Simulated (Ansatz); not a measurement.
Reaction (redistribution): `CB[SiH2]SC` + `OBF` → `CBBF` + `CS[SiH2]O`

Calculated with Ansatz (gas phase, PBE0-D4/def2-TZVP geometries, no zero-point term in ΔE). CCSD(T)/CBS is the MP2 limit (def2-TZVPP, def2-QZVPP) plus CCSD(T) − MP2 in def2-TZVPP, frozen cores. This one scheme is used for every species. Functionals use def2-TZVPP. One conformer a species, not always the lowest.

```tsv
level	ΔE (kcal/mol)
LDA (SPW92)	18.6
CAM-B3LYP	14.2
LC-ωPBE	15.1
CCSD(T)/def2-SVP	23.3
```

(1) What does CCSD(T)/CBS give? (An estimate is asked.)

Largest T1 diagnostic among the species: 0.013.

## Answers

(1) Computed: +15.1 kcal/mol. The listed levels differ from it by 3.5, -0.9, 0.0, 8.2 kcal/mol.

In def2-TZVPP, CCSD(T) changes the Hartree–Fock value by +2.8 kcal/mol (the triples alone add +0.6 kcal/mol) and MP2 by +2.4 kcal/mol. Leaving LDA and LC-ωPBE aside and taking each functional with its dispersion term where it has one, the values, not all of them listed here, spread over 2.6 kcal/mol, from B2PLYP to PBE-D4. LDA lies +2.1 kcal/mol from PBE without D4. The D4 term adds +1.0 kcal/mol with B3LYP and +0.6 kcal/mol with PBE0; it sums over pairs of atoms, weighted by their polarisabilities, and B3LYP, whose exchange is more repulsive, gets the larger term.

B3LYP here is the variant with VWN-RPA as its local correlation; programs differ in this.
